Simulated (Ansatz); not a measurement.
Cost and result for the atomization energy of `CNB(S)C=O` (12 atoms, 11 bonds).

```xyz
12

C     0.274    1.825   -0.672
N     0.447    0.398   -0.536
B    -0.220   -0.466    0.322
S    -1.491    0.039    1.495
C     0.178   -2.013    0.255
O    -0.314   -2.875    0.942
H    -0.449    2.177    0.063
H    -0.095    2.090   -1.667
H     1.215    2.356   -0.502
H     1.139    0.003   -1.156
H    -1.651   -1.223    1.939
H     0.969   -2.309   -0.482
```

Total charge 0; spin multiplicity 1. All single points use the PBE0-D4/def2-TZVP geometry. It is one conformer, not always the lowest. Program: Ansatz. All runs use 4 threads of an Intel Xeon Platinum 8488C on a shared host. Times are those of one run each, without the atoms' runs, and a repeat can differ threefold. Electronic energies, without spin–orbit coupling; frozen cores. CCSD(T)/CBS adds CCSD(T) − MP2 in def2-TZVPP to the MP2 limit, and its time is that of the two runs behind it. T1 = 0.015. B3LYP takes the VWN-RPA correlation (the form of Gaussian; ORCA's B3LYP/G).

CCSD(T)/CBS is a level of theory with its own doubt, some kJ/mol a heavy atom from the limit and from the frozen cores, so smaller differences don't rank the functionals.

```tsv
level	functions	wall time
PBE-D4/def2-TZVPP (with forces)	281	2.6 s
PBE0-D4/def2-TZVPP	281	2.8 s
r2SCAN-D4/def2-TZVPP (with forces)	281	3.7 s
B3LYP-D4/def2-TZVPP (with forces)	281	4.3 s
B2PLYP/def2-TZVPP	281	6 s
ωB97X-V/def2-TZVPP	281	6.5 s
ωB97M-V/def2-TZVPP (with forces)	281	9 s
MP2/def2-QZVPP	535	23 s
CCSD(T)/def2-TZVPP	281	2.6 min
CCSD(T)/CBS(def2)	–	3 min
```

(1) What atomization energy does each give, and how far from CCSD(T)/CBS? (Estimate.)

## Answers

(1) Computed: 
```csv
level,atomization (kcal/mol),difference from CCSD(T)/CBS,per bond
PBE-D4/def2-TZVPP (with forces),1175.3,41.7,3.8
PBE0-D4/def2-TZVPP,1146.0,12.4,1.1
r2SCAN-D4/def2-TZVPP (with forces),1143.0,9.4,0.8
B3LYP-D4/def2-TZVPP (with forces),1140.8,7.2,0.7
B2PLYP/def2-TZVPP,1127.1,-6.5,-0.6
ωB97X-V/def2-TZVPP,1141.1,7.5,0.7
ωB97M-V/def2-TZVPP (with forces),1143.9,10.3,0.9
MP2/def2-QZVPP,1146.3,12.7,1.1
CCSD(T)/def2-TZVPP,1102.6,-31.0,-2.8
CCSD(T)/CBS(def2),1133.6,0.0,0.0
```

The D4 term adds +10.0 kcal/mol with B3LYP and +5.3 kcal/mol with PBE0; it sums over pairs of atoms, weighted by their polarisabilities, and B3LYP, whose exchange is more repulsive, gets the larger term. From PBE to PBE0 (25 % exact exchange), in def2-TZVPP and without D4, the atomization energy moves by −28.4 kcal/mol: exact exchange takes away binding that semilocal exchange gives to molecules. In def2-TZVPP, CCSD(T) changes the Hartree–Fock value by +298.1 kcal/mol (the triples alone add +20.9 kcal/mol) and MP2 by +323.5 kcal/mol; breaking electron pairs costs correlation energy, which Hartree–Fock lacks.
